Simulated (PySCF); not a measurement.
Coordinates in bohr (charge 0 multiplicity 1):
```
Hf    0.2462    0.0370    0.0000
O     0.0000   -3.2966    0.0000
O    -1.2502    1.3964    3.1042
O    -1.2502    1.3964   -3.1042
H    -2.1637    0.7324    4.5228
H    -2.1637    0.7324   -4.5228
```

These are results of PBE0/[Hf def2-SVP with ECP60, O def2-SVP, H def2-SVP], scalar-relativistic core potentials, density fitting, no spin–orbit coupling, PySCF, not measurements.

This geometry of HfO(OH)2 is a stationary point at this level.

Task: What is the point group?

Result: Cs.

Task: Is it a minimum?

Result: Yes: all harmonic wavenumbers are real.

Task: What are the dipole moment and the gap between the highest occupied and lowest empty levels?

Result: 3.50 D and 5.31 eV.

Task: Give the ideal-gas entropy at 298.15 K and 1 bar by parts.

Result: translation 176.7, rotation 108.0, vibration 49.1, spin 0.0; total 333.8 J/(mol K).

Stability towards spin polarisation was not tested. Only a few start shapes were tried, so a lower isomer may exist. No spin–orbit coupling is included, which matters more the heavier the element.
